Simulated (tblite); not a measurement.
Compound: C3H8OSSi.
Structure used (GFN2-xTB), in Å, numbered top down from 1:
```
atom  x, y, z in Å
C1    -2.3016   -0.4278    0.7181
O2    -1.2019    0.4401    0.5710
C3    -0.2335   -0.0109   -0.3137
Si4    1.3001    1.1432   -0.2177
C5     2.0675   -0.2826    0.8002
S6     0.7326   -1.4609    0.3367
H7    -2.8301   -0.5498   -0.2350
H8    -1.9700   -1.4122    1.0675
H9    -2.9636    0.0227    1.4544
H10   -0.6702   -0.2972   -1.2766
H11    1.0169    2.3728    0.5083
H12    1.9466    1.2914   -1.5196
H13    3.0298   -0.6760    0.4842
H14    2.0768   -0.1534    1.8800
```

Computed values, GFN2-xTB/tblite, gas phase, harmonic and unscaled. Against measured fundamentals such values can be off by several per cent, at times by over 20. Modes of hydrogen on silicon can be 10 to 20 % off. One conformer, not necessarily the lowest.

Harmonic wavenumbers (cm⁻¹): 62.8, 121.0, 156.7, 184.6, 283.5, 392.7, 408.7, 460.8, 511.5, 608.2, 662.9, 703.5, 710.6, 737.8, 739.9, 776.5, 975.3, 988.5, 1067.2, 1113.4, 1117.5, 1133.9, 1154.8, 1285.7, 1399.6, 1435.5, 1462.9, 1482.1, 2289.5, 2335.5, 2880.7, 2912.7, 2934.7, 2993.8, 3010.7, 3030.1.

A = 3530, B = 1948, C = 1407 MHz; mass 120.007 u (most abundant isotopes); point group C1, symmetry number 1.

Q: Zero-point energy?

A: Half the sum of the wavenumbers: 22263 cm⁻¹ = 266.32 kJ/mol.

Q: What is S at 298.15 K and 1 bar for an ideal gas of classical rigid rotors and harmonic oscillators?

A: Translation 168.56, rotation 116.73, vibration 83.14: S = 368.4 J/(mol K).

Q: And Cp and H(298.15 K) − H(0)?

A: Cp = 130.62 J/(mol K), of which vibrations give 97.36 (their classical limit is 36 R = 299.3); H(298.15 K) − H(0) = 23.75 kJ/mol without the zero-point energy, 13.83 from vibrations.

Q: Blend soft modes into free rotors: weight 1/[1 + (100 cm⁻¹/ν̃)⁴] for the oscillator and the rest for a rotor with moment μB/(μ + B), μ = h/(8π²ν), B = 10⁻⁴⁴ kg m². What vibrational entropy results?

A: 78.72 J/(mol K) in place of 83.14, which changes −T·S at 298.15 K by +1.32 kJ/mol.

Q: Which modes carry the vibrational entropy at 298.15 K?

A: 62.8 cm⁻¹: 18.27; 121.0 cm⁻¹: 12.90; 156.7 cm⁻¹: 10.83; 184.6 cm⁻¹: 9.55; 283.5 cm⁻¹: 6.33; 392.7 cm⁻¹: 4.14 J/(mol K); the other 30 give 21.12 together.

Q: What must be added to the electronic energy to get the Gibbs energy at 298.15 K and 1 bar?

A: ZPE + [H(298.15 K) − H(0)] − T·S = 266.32 + 23.75 − 109.85 = 180.22 kJ/mol.

Hindered rotation and anharmonicity are outside this model. Other conformers, if any are populated, would add a mixing term that is left out. The structure is chiral; the term R ln 2 for an equal mix with its mirror image is left out.
